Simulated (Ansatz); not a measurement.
One change: `CC#[C][GeH3]` becomes `[SiH3]C#[C][GeH3]`.

Ansatz, PBE0-D4/def2-TZVP geometries, multiplicity 1. 

Scalar relativity is left out up to krypton.

| property | `CC#[C][GeH3]` |
| --- | --- |
| size of the dipole moment (PBE/def2-TZVPP) / D | 1.17 |
| HOMO–LUMO gap (ωB97M-V/def2-TZVPP) / eV | 12.32 |
| HOMO energy (PBE/def2-TZVPP) / eV | -6.39 |
| LUMO energy (PBE0/def2-TZVPP) / eV | 0.53 |
| HOMO energy (PBE0/def2-TZVPP) / eV | -7.59 |
| HOMO energy (B3LYP/def2-TZVPP) / eV | -7.35 |

Task: What does the change do to each property? (Estimate.)

Result: The calculation gave: 
| property | `[SiH3]C#[C][GeH3]` | shift |
| --- | --- | --- |
| size of the dipole moment (PBE/def2-TZVPP) / D | 0.55 | -0.62 |
| HOMO–LUMO gap (ωB97M-V/def2-TZVPP) / eV | 11.83 | -0.49 |
| HOMO energy (PBE/def2-TZVPP) / eV | -6.91 | -0.52 |
| LUMO energy (PBE0/def2-TZVPP) / eV | -0.45 | -0.98 |
| HOMO energy (PBE0/def2-TZVPP) / eV | -8.09 | -0.50 |
| HOMO energy (B3LYP/def2-TZVPP) / eV | -7.84 | -0.49 |

With PBE0 the HOMO falls by 0.50 eV and the LUMO falls by 0.98 eV, so the gap narrows by about 0.48 eV. PBE moves the HOMO by -0.52 eV and ωB97M-V by -0.48 eV. Dipoles are sizes alone; their direction can turn.

B3LYP here is the variant with VWN-RPA as its local correlation; programs differ in this.
